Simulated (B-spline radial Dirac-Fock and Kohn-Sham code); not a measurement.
## Pm 4f7/2: cross section and angular parameters

System: atomic promethium, configuration [Xe] 4f5 6s2; threshold 7.61 eV (orbital energy of the model). Method: Dirac-Hartree-Slater photoionisation with a Latter tail; cross sections with all multipoles, angular parameters from the dipole term and its interference with E2. Computed with a radial B-spline solver.

For linearly polarised light dσ/dΩ = σ/(4π) [1 + β P₂(cos θ) + (δ + γ cos²θ) sin θ cos φ], with θ from the polarisation vector and φ the angle between the beam and the projection of the electron momentum on the plane normal to the polarisation.

| hν (eV) | σ (kb) | β | γ | δ |
| --- | --- | --- | --- | --- |
| 59.9 | 2760 | 0.453 | 0.006 | 0.011 |
| 60 | 2760 | 0.452 | 0.006 | 0.011 |
| 72.3 | 2780 | 0.409 | 0.006 | 0.012 |
| 78.5 | 2730 | 0.399 | 0.006 | 0.013 |
| 134 | 1950 | 0.446 | 0.010 | 0.018 |
| 148 | 1750 | 0.473 | 0.011 | 0.020 |
| 229 | 927 | 0.639 | 0.020 | 0.026 |
| 519 | 137 | 0.976 | 0.097 | 0.049 |
| 521 | 136 | 0.977 | 0.098 | 0.050 |
| 600 | 90.5 | 1.016 | 0.128 | 0.055 |
| 834 | 32.9 | 1.070 | 0.227 | 0.072 |
| 859 | 29.9 | 1.072 | 0.238 | 0.073 |
| 1040 | 15.9 | 1.076 | 0.312 | 0.085 |
| 1190 | 10.1 | 1.068 | 0.371 | 0.095 |
| 1230 | 8.98 | 1.065 | 0.386 | 0.097 |
| 1253.6 | 8.41 | 1.063 | 0.394 | 0.098 |
| 1486.9 | 4.61 | 1.039 | 0.475 | 0.113 |
| 2070 | 1.37 | 0.965 | 0.639 | 0.148 |
| 2530 | 0.634 | 0.909 | 0.741 | 0.175 |
| 2984.4 | 0.332 | 0.860 | 0.827 | 0.202 |
| 4000 | ? | ? | ? | ? |
| 4400 | 0.0680 | 0.743 | 1.028 | 0.284 |
| 4660 | 0.0535 | 0.726 | 1.057 | 0.298 |
| 4670 | 0.0530 | 0.725 | 1.058 | 0.299 |
| 6060 | 0.0173 | 0.649 | 1.184 | 0.373 |
| 6250 | 0.0152 | 0.640 | 1.198 | 0.383 |
| 7150 | 0.00837 | 0.602 | 1.258 | 0.428 |
| 8047.8 | 0.00494 | 0.569 | 1.307 | 0.471 |
| 8520 | 0.00382 | 0.553 | 1.329 | 0.493 |
| 12000 | 0.000791 | 0.467 | 1.432 | 0.644 |

Q: Give the values at 4000 eV.

A: σ = 0.101 kb, β = 0.771, γ = 0.979, δ = 0.261.
